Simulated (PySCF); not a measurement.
C6H11N3.
InChI=1S/C6H11N3/c1-3-6-5-7-9(4-2)8-6/h5H,3-4H2,1-2H3

Torsions of this conformer, `[CH3:1][CH2:2][c:3]1[cH:4][n:5][n:6]([CH2:7][CH3:8])[n:9]1`: C1–C2–C3–C4 90°, N5–N6–C7–C8 -86°.

The closed-shell ground state was solved at several levels (PySCF, density fitting, gas phase, non-relativistic). The structure is a single PBE0-D3(BJ)/def2-SVP conformer in the gas phase; no vibrational or solvent corrections.

```json
{"level": "CAM-B3LYP/def2-SVPD", "basis functions": "268", "HOMO (eV)": "-8.52", "LUMO (eV)": "1.03", "gap (eV)": "9.55", "dipole (D)": "0.48"}
{"level": "wB97X-D/pcSseg-1", "basis functions": "208", "HOMO (eV)": "-9.02", "LUMO (eV)": "1.87", "gap (eV)": "10.89", "dipole (D)": "0.53"}
```

(1) Estimate the row for PBE0/pcSseg-1, a basis of 208 functions; the other rows only guide the guess.

(2) Over all these levels, which gives the widest orbital gap and which the narrowest?

(3) How far do the dipole and the HOMO energy spread over the levels?

Results:

(1) HOMO -7.20 eV, LUMO 0.08 eV, gap 7.28 eV, dipole 0.54 D.

(2) wB97X-D/pcSseg-1 (range-separated hybrid) has the widest, 10.89 eV, and PBE0/pcSseg-1 (global hybrid, 25 % exact exchange) the narrowest, 7.28 eV. The two share the basis. From the narrowest to the widest the HOMO moves by -1.82 eV and the LUMO by +1.79 eV.

(3) The dipole runs from 0.48 to 0.54 D (mean 0.52 D) and the HOMO from -9.02 to -7.20 eV.
